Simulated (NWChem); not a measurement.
# Atomisation of CH3BO

SMILES: B.[C-]#[O+]
```xyz
6

B      1.2873     0.3817     0.0000
H      1.7543    -0.0951     1.0218
H      1.7543    -0.0951    -1.0218
H      1.2510     1.6017     0.0000
O     -1.2659    -0.3754     0.0000
C     -0.1782    -0.0529     0.0000
```
Charge 0, spin multiplicity 1.

The numbers come from NWChem runs, not from measurements. Structure: optimised with B3LYP/def2-SVP, a minimum by its harmonic frequencies.

Basis set: def2-TZVP. The atomisation energy is electronic alone: no zero-point, thermal, spin-orbit or counterpoise terms. No value is extrapolated to the basis-set limit. Free atoms are single determinants with multiplicities B 2, H 2, O 3, C 3.

B3LYP has NWChem's definition, with VWN1-RPA local correlation. The structure started from a generated list of species. The stability of the SCF solutions was not checked. Open-shell Hartree-Fock references start from PBE0 orbitals.

Q: One of these methods gave an atomisation energy of 411.6 kcal/mol. Which?
(A) PBE
(B) B3LYP
(C) LDA (SVWN5)
(D) HF

A: D, HF. The others give 657.8 (LDA (SVWN5)), 568.4 (B3LYP), 587.9 (PBE).
